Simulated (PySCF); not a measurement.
Compound: C₄H₁₀Ge.
Bonds: C1–C2, C2–Ge3, C2–C4, C4–C5, C2–C5. Hydrogens: H6, H7, H8 on C1; H9, H10, H11 on Ge3; H12, H13 on C4; H14, H15 on C5.

A GFN2-xTB structure was refined with PBE0-D3(BJ)/def2-SVP geometry optimisation, gas phase (PySCF 2.14.0). Its GFN2-xTB values:

```json
{"coordinate": "C1–C2", "GFN2-xTB": "1.498 Å"}
{"coordinate": "C1–H6", "GFN2-xTB": "1.059 Å"}
{"coordinate": "C2–Ge3", "GFN2-xTB": "1.950 Å"}
{"coordinate": "C2–C4", "GFN2-xTB": "1.486 Å"}
{"coordinate": "Ge3–H9", "GFN2-xTB": "1.530 Å"}
{"coordinate": "Ge3–H10", "GFN2-xTB": "1.488 Å"}
{"coordinate": "C4–C5", "GFN2-xTB": "1.495 Å"}
{"coordinate": "C4–H12", "GFN2-xTB": "1.073 Å"}
{"coordinate": "C4–H13", "GFN2-xTB": "1.142 Å"}
{"coordinate": "C1–C2–Ge3", "GFN2-xTB": "114.2°"}
{"coordinate": "C1–C2–C4", "GFN2-xTB": "120.2°"}
{"coordinate": "C2–C4–C5", "GFN2-xTB": "60.2°"}
{"coordinate": "Ge3–C2–C4", "GFN2-xTB": "116.4°"}
{"coordinate": "C4–C2–C5", "GFN2-xTB": "60.2°"}
{"coordinate": "C1–C2–C4–C5", "GFN2-xTB": "107°"}
{"coordinate": "C1–C2–C5–C4", "GFN2-xTB": "-111°"}
```

**Question.** How do these coordinates change at the PBE0-D3(BJ)/def2-SVP level?

**Answer.** 
| coordinate | PBE0-D3(BJ)/def2-SVP (Å or °) | change |
| --- | --- | --- |
| Ge3–H10 | 1.543 | +0.055 |
| C4–H13 | 1.095 | -0.047 |
| C1–H6 | 1.102 | +0.043 |
| C2–C4 | 1.508 | +0.022 |
| C4–H12 | 1.094 | +0.021 |
| C1–C2 | 1.512 | +0.014 |
| Ge3–H9 | 1.542 | +0.012 |
| C4–C5 | 1.498 | +0.003 |
| C2–Ge3 | 1.949 | -0.001 |
| C1–C2–C4 | 118.1 | -2.1 |
| C1–C2–Ge3 | 115.2 | +1.0 |
| Ge3–C2–C4 | 117.2 | +0.8 |
| C4–C2–C5 | 59.6 | -0.6 |
| C2–C4–C5 | 60.2 | 0.0 |
| C1–C2–C5–C4 | -108 | +3 |
| C1–C2–C4–C5 | 108 | +1 |

The energy falls by 4.1 kcal/mol over 7 energy and gradient evaluations, the largest force component goes from 0.0489 to 3.1e-04 Eh/bohr, and the atoms move by 0.035 Å rms after alignment. The bond that changes most is Ge3–H10 (ends: germanium bonded to C and 3 H; Ge–H hydrogen), which lengthens by 0.055 Å. Bonds longer at the end by more than 0.005 Å: 11 of 15; shorter: 2. Rotational constants go from 5416, 2129, 1791 to 5325, 2109, 1772 MHz.

The run used 138 basis functions and 40 SCF cycles in all. Hardware: one thread of an Arm Neoverse N1, shared host with 64 logical CPUs at a one-minute load of 61. Cost: 97 s of wall time, 0.61 GiB resident at most.

Whether it is a minimum is left open (no frequencies).
